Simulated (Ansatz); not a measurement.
Gas-phase reaction (SMILES): [F][Cd][F] → [F][Cd] + F atom; the Cd-F bond at the site shown breaks (other sites are not compared here).

Each molecule is optimised on its own at B3LYP-D3(BJ)/def2-TZVP (Ansatz, a first-principles code). Valence correlation only, unless marked. UHF or UKS for open shells. No spin-orbit coupling. Frozen are the shells of the preceding noble gas and the d and f shells that filled before the atom's block. In def2 rows, elements after Kr have scalar-relativistic effective core potentials. Basis-set limits of correlation are two-point, X^-3; Hartree-Fock from the larger set. [F][Cd]: The spin state was set by rule; other spins were not relaxed. Thermal terms are rigid-rotor harmonic-oscillator values from B3LYP-D3(BJ) frequencies (Ansatz) at 298.15 K and 1 atm. 1 Eh = 627.5095 kcal/mol. Atoms have translation alone.

```tsv
species	E, CCSD(T)/CBS(def2-TZVPPD,def2-QZVPPD) (Ansatz) (Eh)	E, PBE/def2-TZVPD (Ansatz) (Eh)	H - E (Eh)
[F][Cd][F]	-366.96826	-367.39425	0.00826
[F][Cd]	-267.13536	-267.55669	0.00464
F atom	-99.66662	-99.67049	0.00236
```

Question: Work out ΔE and ΔH at 298.15 K at the first level, then ΔH at the second.

Answer: 
1. ΔE = [(-267.13536) + (-99.66662)] - [(-366.96826)] = 0.16628 Eh = 104.3 kcal/mol at CCSD(T)/CBS(def2-TZVPPD,def2-QZVPPD).
2. The terms H - E add up to -0.00126 Eh, so ΔH = (0.16628 + (-0.00126))×627.5095 = 103.6 kcal/mol.
3. At PBE/def2-TZVPD the same steps give ΔE = 104.8 and ΔH = 104.0 kcal/mol, a shift of +0.4 from the first level.
4. These values are not checked against measurement here, since the tables used lack a sound gas-phase enthalpy of formation for at least one species.
